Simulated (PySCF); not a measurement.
Peak assignment

Bonds (- single, = double, # triple, : aromatic): C1:C2, C2:O3, O3:C4, C4-C5, C5-C6, C6-C7, C7-Si8, C4:C9, C9:C1, Si8-C5. C1 carries H10; C2 carries H11; C5 carries H12; C6 carries H13, H14; C7 carries H15, H16; Si8 carries H17, H18; C9 carries H19. Stereochemistry as in c1coc([C@@H]2CC[SiH2]2)c1. H13, H16, H17 are cis to C4 on the ring; H14, H15, H18 are trans to C4 on the ring.

No relativistic terms, a single conformation, isolated molecule. B3LYP/pcSseg-1 with gauge-including orbitals; coordinates at the PBE0-D3(BJ)/def2-SVP level; PySCF.

References, each an isolated molecule treated in the same way: TMS for ¹³C (σref 179.24) and ¹H (σref 31.38).

**Question.** Assign these signals to the numbered atoms. ¹³C{¹H} NMR (computed): δ 161.4 (C), 145.1 (CH), 116.4 (CH), 109.2 (CH), 32.9 (CH2), 30.0 (CH), 7.1 (CH2).

**Answer.** 
```tsv
δ (ppm)	atoms	environment	reason
161.4	C4	substituted aromatic carbon next to the ring oxygen	–
145.1	C2	aromatic CH next to the ring oxygen	–
116.4	C1	aromatic CH	–
109.2	C9	aromatic CH	–
32.9	C6	sp3 CH2 in a ring	saturated and bonded to C and H only
30.0	C5	sp3 CH bonded to Si, on an aromatic ring	–
7.1	C7	sp3 CH2 bonded to Si	an electropositive neighbour leaves it electron-rich and shielded
```

**Question.** Assign these signals to the numbered atoms. ¹H NMR (400 MHz, computed): δ 7.23 (m, 1H), 6.23 (m, 1H), 5.91 (m, 1H), 4.91 (m, 1H), 4.83 (m, 1H), 2.70 (m, 1H), 2.69 (m, 1H), 2.58 (m, 1H), 1.12 (m, 1H), 1.00 (m, 1H).

**Answer.** 
| δ (ppm) | atoms | environment | reason |
| --- | --- | --- | --- |
| 7.23 | H11 | hydrogen on an aromatic CH next to the ring oxygen | ring-current deshielding |
| 6.23 | H10 | hydrogen on an aromatic CH | ring-current deshielding |
| 5.91 | H19 | hydrogen on an aromatic CH | – |
| 4.91 | H18 | hydrogen on a silicon bonded to 2 C, in a 4-membered ring | – |
| 4.83 | H17 | hydrogen on a silicon bonded to 2 C, in a 4-membered ring | – |
| 2.70 | H13 | hydrogen on an sp3 CH2 in a ring | – |
| 2.69 | H12 | hydrogen on an sp3 CH bonded to Si, on an aromatic ring | benzylic-type position, deshielded by the ring |
| 2.58 | H14 | hydrogen on an sp3 CH2 in a ring | – |
| 1.12 | H15 | hydrogen on an sp3 CH2 bonded to Si | – |
| 1.00 | H16 | hydrogen on an sp3 CH2 bonded to Si | – |

H18 and H17; H13 and H12; H12 and H14; H15 and H16 lie closer than the usual error of such a calculation, so a measured spectrum could show them in the other order.

Shifts are as computed. Against solution values, carbons near 30 ppm lie about +2 ppm off and those near 130 ppm about +6 ppm. Of 1211 compounds with measured shifts, 218 miss one by over three times the rms of a fit or turn the order of signals round; such compounds aren't used in these exercises. Multiplicities follow the n + 1 count of equivalent neighbours, as no J values were calculated; m marks all less simple cases, F and P coupling included.
